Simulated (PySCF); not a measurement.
Magnetic susceptibility: `B(C=C)(C)F`, C₃H₆BF

Cartesian coordinates in Å; atom numbers follow the order of the lines, from 1:
```xyz
11

C    -2.0850    0.1519   -0.1512
C    -0.8720   -0.2792    0.2251
B     0.4391    0.3354   -0.3565
C     1.8758   -0.1117    0.0759
F     0.3072    1.2968   -1.2770
H    -2.1910    0.9547   -0.8891
H    -3.0135   -0.2667    0.2518
H    -0.8127   -1.0838    0.9685
H     2.0123   -1.1846   -0.1449
H     2.6791    0.4544   -0.4157
H     1.9891   -0.0187    1.1694
```

The calculation used GIAO B3LYP/aug-pcSseg-1 magnetisability, rotational g tensor and spin-rotation constants, non-relativistic, gas phase in PySCF 2.14.0. Geometry: PBE0-D3(BJ)/def2-SVP.

Question: How diamagnetic is it, and how anisotropic?

Answer: Isotropic -729 × 10⁻³⁰ J/T², or -43.9 × 10⁻⁶ cm³/mol; principal values -906, -697, -585 × 10⁻³⁰ J/T², anisotropy 283 × 10⁻³⁰ J/T² (root of half the summed squared differences of the principal values). The susceptibility is in cgs units.

Question: Split it along the inertial axes a, b, c into diamagnetic and paramagnetic parts about the centre of mass, with the quadrupole moment.

Answer: 
| axis | χ (10⁻⁶ cm³/mol) | diamagnetic (10⁻⁶ cm³/mol) | paramagnetic (10⁻⁶ cm³/mol) | summed x² of all electrons (Å²) | quadrupole Θ (D Å) |
| --- | --- | --- | --- | --- | --- |
| a | -41.9 | -195.7 | 153.8 | 89.2 | +3.07 |
| b | -35.3 | -412.4 | 377.2 | 38.1 | -1.73 |
| c | -54.6 | -539.7 | 485.1 | 8.1 | -1.34 |

Anisotropies 2χaa − χbb − χcc = +6.1 and 2χbb − χaa − χcc = +25.9 × 10⁻⁶ cm³/mol. Θ is traceless in Buckingham's convention.

Question: And the rotational g tensor?

Answer: 
```tsv
axis	rotational constant (GHz)	g	nuclear part	electronic part
a	8.8259	-0.0565	0.5811	-0.6376
b	3.6221	-0.0296	0.6122	-0.6418
c	2.6096	+0.0020	0.5968	-0.5947
```
Asymmetric top; isotopes 11B, 12C, 19F, 1H; no vibrational averaging.
